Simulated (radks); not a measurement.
Results of a calculation; reference values are marked as such.
Species: Ge II. Configuration: [Ar] 3d10 4s2 4p1.

Level of theory: Dirac Kohn-Sham, LDA (Slater exchange, Perdew-Wang correlation), spin-unpolarised, spherical densities, point nucleus; open shells fill j = l - 1/2 first (a radial shooting solver on a logarithmic mesh with Libxc functionals).

Energy parts (eV):
total: -57027.565
kinetic: 58215.064
electron-nucleus: -137439.744
Hartree: 24275.120
exchange-correlation: -2078.005

Orbitals (lengths in bohr, moments of r in powers of bohr; <r^-3> diverges for s and p1/2; r(max) is where P^2 peaks; r(90%) holds 90 % of the orbital's charge):
orbital,occ.,eigenvalue (eV),<r^-3>,r(90%),<r^2>,r(max),small-component weight
1s1/2,2,-10946.95,-,0.0841,0.002981,0.03077,1.34e-02
2s1/2,2,-1377.899,-,0.325,0.05215,0.1764,2.59e-03
2p1/2,2,-1227.970,-,0.297,0.04042,0.1392,2.58e-03
2p3/2,4,-1196.163,957.4,0.302,0.04191,0.1421,2.53e-03
3s1/2,2,-176.6819,-,0.936,0.4515,0.5430,5.94e-04
3p1/2,2,-127.2409,-,0.986,0.4835,0.5374,5.45e-04
3p3/2,4,-122.9507,130.1,1.00,0.5000,0.5460,5.31e-04
3d3/2,4,-38.8788,14.51,1.24,0.6878,0.4999,4.01e-04
3d5/2,6,-38.2913,14.09,1.25,0.6981,0.5028,3.97e-04
4s1/2,2,-20.0882,-,3.03,4.692,1.704,7.23e-05
4p1/2,1,-11.5970,-,3.83,7.315,2.052,4.70e-05
4p3/2,0,-11.3444,7.715,3.89,7.540,2.087,4.57e-05
5s1/2,0,-4.4912,-,7.97,33.88,4.899,1.42e-05
4d3/2,0,-2.9861,0.2344,8.03,31.02,4.088,1.23e-05
4d5/2,0,-2.9770,0.2309,8.05,31.21,4.102,1.22e-05
5p1/2,0,-2.8041,-,10.5,58.37,6.349,9.17e-06
5p3/2,0,-2.7643,1.219,10.7,59.80,6.431,8.98e-06
4f5/2,0,-0.9072,0.0007459,23.5,281.7,13.82,1.19e-06
4f7/2,0,-0.9072,0.0007459,23.5,281.7,13.82,1.19e-06

The highest occupied level is 4p1/2 at -11.597 eV. The density falls to 0.001 e/bohr^3 at r = 3.92 bohr. Summed over all electrons, <r^2> = 27.87 bohr^2, which gives a Langevin (diamagnetic) susceptibility term of -22.1 x 10^-6 cm^3/mol.
